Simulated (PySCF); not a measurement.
## Molybdenum: a sound run and one with changed settings

Sound run: Mo [Kr] 4d5 5s1, Mo⁺ [Kr] 4d5. All numbers are calculated (PySCF 2.14, a scalar-relativistic core potential, in def2-SVP with the def2 core potential (28 electrons) (5s3p2d1f, 31 functions)). In the sound run the correlated levels freeze 4s2 4p6 outside the core potential. The sound run starts from symmetry-adapted Hartree-Fock orbitals and uses a fine grid where one is needed.

Changed run: all electrons correlated in a basis built for the valence shell.

```tsv
species	method	sound run (hartree)	changed run (hartree)	converged
Mo	MP2	-67.59813	-67.74557	yes
Mo⁺	MP2	-67.35196	-67.48831	yes
```

Ionisation energy of Mo:

```
 method  sound run (eV)  changed run (eV)
    UHF           6.301             6.301
    MP2           6.699             7.000
SCS-MP2           6.434             6.715
```

A valence basis has no tight correlating functions, so it recovers only part of the core correlation, and not evenly between atom and ion.

For comparison, NIST gives 7.092 eV between the lowest levels.
